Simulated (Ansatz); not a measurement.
`CN[SiH2][SiH3]` + `B[SeH]` → `B[Se][SiH2][SiH3]` + CH₃NH₂ at 700 K and 1 bar (ligand exchange at the Si–N bond).

Isolated molecules relaxed with PBE0-D4/def2-TZVP in Ansatz; ΔE leaves out vibrations. CBS: MP2 limit from def2 TZ/QZ plus the TZ coupled-cluster correction, frozen cores. For Se outer-core shells are correlated without core-valence functions, which leaves a few kJ/mol of doubt a bond. Scalar relativity is left out up to krypton. Each species was taken in one conformer, which may not be the lowest.

```json
{"species": "`CN[SiH2][SiH3]`", "CCSD(T)/CBS energy (Eh)": "-676.32808", "H − E (kJ/mol)": "342.4", "S (J/(mol·K))": "502.6"}
{"species": "`B[SeH]`", "CCSD(T)/CBS energy (Eh)": "-2427.30556", "H − E (kJ/mol)": "113.4", "S (J/(mol·K))": "312.4"}
{"species": "`B[Se][SiH2][SiH3]`", "CCSD(T)/CBS energy (Eh)": "-3007.88916", "H − E (kJ/mol)": "257.0", "S (J/(mol·K))": "513.5"}
{"species": "CH₃NH₂", "CCSD(T)/CBS energy (Eh)": "-95.75281", "H − E (kJ/mol)": "207.6", "S (J/(mol·K))": "296.6"}
```

H − E and S are ideal-gas, rigid-rotor, harmonic terms from PBE0-D4/def2-TZVP, for one conformer and one mirror image of each species. 1 Eh = 2625.50 kJ/mol, R = 8.31446 J/(mol·K).

Problem. By hand: ΔE, ΔH, ΔS and ΔG.

Solution. ΔE = (-3007.88916) + (-95.75281) − (-676.32808) − (-2427.30556) = -0.00833 Eh = -21.9 kJ/mol. Δ(H − E) = 257.0 + 207.6 − 342.4 − 113.4 = 8.8, so ΔH = -13.1 kJ/mol. ΔS = 513.5 + 296.6 − 502.6 − 312.4 = -4.9 J/(mol·K). ΔG = -13.1 − 700 × (-4.9)/1000 = -9.7 kJ/mol.

Problem. By hand: the equilibrium constant, and the temperature at which ΔG would vanish if ΔH and ΔS stayed fixed.

Solution. log₁₀ K = −ΔG/(RT ln 10) = 0.7. ΔG = 0 at ΔH/ΔS = 2673 K, far beyond where these terms or the molecules hold.

The number of gas molecules stays the same, so ΔS is small and ΔH decides. A doubt of 5 kJ/mol in ΔE shifts log₁₀ K by 0.4 here. Other conformers and mirror images would add mixing entropy, several J/(mol·K) or more a flexible species. Modes under 60 cm⁻¹, often nearly free rotors, make the harmonic entropy too high. These are equilibria of isolated gas molecules and say nothing of rates. Largest T1 diagnostic: 0.014 (customary marks: 0.02 for closed shells, 0.045 for open ones).
